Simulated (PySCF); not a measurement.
C2H2BF5Si.
Bonds: F1–B2, B2–F3, B2–Si4, Si4–C5, C5–F6, C5–C7 (double), C7–F8, C7–F9. Hydrogens: H10, H11 on Si4.

Computed with PBE0-D3(BJ)/def2-SVP geometry optimisation, gas phase (PySCF 2.14.0).

Task: List the bond lengths, angles and torsions at this level.

Result: 
```
            bond  length (Å)
    F1–B2, B2–F3       1.317
          B2–Si4       2.033
          Si4–C5       1.884
           C5–F6       1.342
           C5=C7       1.337
           C7–F8       1.302
           C7–F9       1.316
Si4–H10, Si4–H11       1.493
```

Bonds in one row agree within 0.01 Å and their mean is given. A selection of angles:
```
      angle  degrees
   F1–B2–F3    116.9
  F1–B2–Si4    122.3
  B2–Si4–C5    107.7
 B2–Si4–H10    110.3
 B2–Si4–H11    111.9
 C5–Si4–H10    106.8
 C5–Si4–H11    111.0
H10–Si4–H11    109.0
  Si4–C5–F6    118.6
  Si4–C5–C7    123.8
   F6–C5–C7    117.6
   C5–C7–F8    126.2
   C5–C7–F9    122.1
   F8–C7–F9    111.7
```

Dihedral angles: F1–B2–Si4–C5 -138° (anticlinal); B2–Si4–C5–F6 -150°; Si4–C5–C7–F8 180° (antiperiplanar). The mirror-image conformer, all signs reversed, is as good.

Si4 (SiH2 silicon) is tetrahedral (angles from 106.8° to 111.9°). B2 (three-coordinate boron) is planar (angles 122.3°, 120.8° and 116.9°, sum 360.0°, 0.01 Å off the plane of its three neighbours). Of the pairs four or more bonds apart, F3···F9 is among the closest relative to their van der Waals radii: 3.03 Å, 103 % of the sum of Bondi's values. The C–F distances run from 1.302 Å (C7–F8, drawn single) to 1.342 Å (C5–F6, drawn single), a spread of 0.040 Å.

Point group: C1 (no symmetry element, even within 0.4 Å). Whether it is a minimum is left open (no frequencies). The numbers are those of one conformer.
